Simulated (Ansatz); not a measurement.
Reaction (cleavage of the Si–Si bond): `O[SiH2][SiH](F)S` + H₂S → `F[SiH](S)S` + `O[SiH3]`

Calculated with Ansatz (gas phase, PBE0-D4/def2-TZVP geometries, no zero-point term in ΔE). CCSD(T)/CBS adds triple-zeta CCSD(T) − MP2 to the extrapolated MP2 energy (def2 sets, frozen cores). This one scheme is used for every species. Each species was taken in one conformer, which may not be the lowest.

```tsv
level	ΔE (kJ/mol)
CCSD(T)/def2-TZVPP	-73.0
HF/def2-QZVPP	-82.1
```

Q: What does CCSD(T)/CBS give? (An estimate is asked.)

A: Computed: -73.9 kJ/mol. The listed levels differ from it by 0.9, -8.2 kJ/mol.

Largest T1 diagnostic among the species: 0.012.

From PBE to PBE0 (25 % exact exchange), in def2-TZVPP and without D4, ΔE moves by −5.3 kJ/mol.
